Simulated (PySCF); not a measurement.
C4H9BrOSi.
Atom-mapped SMILES: `[Br:1][SiH:2]1[CH2:3][CH2:4][O:5][CH2:6][CH2:7]1` (hydrogens: H8 on Si2; H9, H10 on C3; H11, H12 on C4; H13, H14 on C6; H15, H16 on C7)

Level of theory: core-valence-separated Tamm–Dancoff BHandHLYP/aug-pcX-1 (pcseg-1 on H, def2-SVPD on Si, def2-SVPD on Br) in PySCF, non-relativistic, gas phase, PBE0-D3(BJ)/def2-SVP geometry. Absolute energies from this functional tend to lie a few eV below measured edges; no shift was applied.

Q: Give energies, oscillator strengths and core holes at the O K edge.

A: 
```
E (eV)       f  core hole on  main final orbital
533.74  0.0028            O5         LUMO (40 %)
534.04  0.0157            O5         LUMO (35 %)
534.39  0.0012            O5       LUMO+1 (71 %)
534.55  0.0086            O5       LUMO+4 (43 %)
534.80  0.0002            O5       LUMO+3 (44 %)
534.89  0.0066            O5       LUMO+2 (53 %)
534.97  0.0038            O5       LUMO+5 (62 %)
```

The first line with a tenth or more of the strongest one's intensity is at 533.74 eV (f = 0.003), with the hole on O5 (cyclic ether oxygen). The strongest listed is at 534.04 eV (f = 0.016; O5).

Q: Give energies, oscillator strengths and core holes at the C K edge.

A: 
```csv
E (eV),f,core hole on,main final orbital
285.41,0.0275,C3/C7,"LUMO (2 roots, f summed)"
285.81,0.0259,C3/C7,"LUMO+5 (2 roots, f summed)"
285.92,0.0547,C3/C7,"LUMO+1 (2 roots, f summed)"
286.14,0.0110,C3/C7,"LUMO+4 (2 roots, f summed)"
286.72,0.0309,C3/C7,"spread (2 roots, f summed)"
286.91,0.0603,C4/C6,"LUMO (2 roots, f summed)"
287.08,0.0048,C3/C7,"LUMO+2 (2 roots, f summed)"
287.30,0.0023,C3/C7,"LUMO+3 (2 roots, f summed)"
287.46,0.0111,C3/C7,"LUMO+7 (2 roots, f summed)"
```

The first line with a tenth or more of the strongest one's intensity is at 285.41 eV (f = 0.028, sum of 2), with the hole on C3/C7 (sp3 carbon bound to silicon). The strongest listed is at 286.91 eV (f = 0.060, sum of 2; C4/C6).

Roots within 0.03 eV whose holes lie on the same, on equivalent or on shared atoms are summed into one line, and the highest roots are left out, as the search may have cut off their partners. Final orbitals are the ground state's empty Kohn–Sham orbitals.

Q: What are the wavelength and the wavenumber of the 534.89 eV line?

A: λ = 12398.42 eV Å/534.89 eV = 23.179 Å; 4.3142 × 10⁶ cm⁻¹.

The list ends where the root search ended, not at a threshold. Relativistic effects, spin–orbit coupling among them, are left out although an element past zinc is present.

One conformer stands for the species.
